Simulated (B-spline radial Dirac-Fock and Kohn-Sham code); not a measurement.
Z = 82 (lead), transition energy 164 keV. Method: a Dirac-Hartree-Slater potential of the neutral atom with a Latter tail (no hole, which puts coefficients of high multipoles low close above an edge), finite nucleus with surface currents. Computed with an atomic code on a B-spline grid. Subshells that would emit electrons below 1 keV are left out.

Question: A pure transition shows α(K) = 27.0, L1/L2 = 5.32 and L1/L3 = 1.29. What is its multipolarity?
A. M4
B. M1
C. E2
D. E4
E. M3
F. E1
G. E3
H. M2

Answer: E. For comparison, α(K), L1/L2, L1/L3 are E1 0.103, 3.41, 3.81; E2 0.261, 0.143, 0.219; E3 0.622, 0.0603, 0.112; E4 1.55, 0.0541, 0.110; M1 1.88, 9.38, 122; M2 8.98, 7.35, 6.52; M4 75.3, 4.12, 0.545.
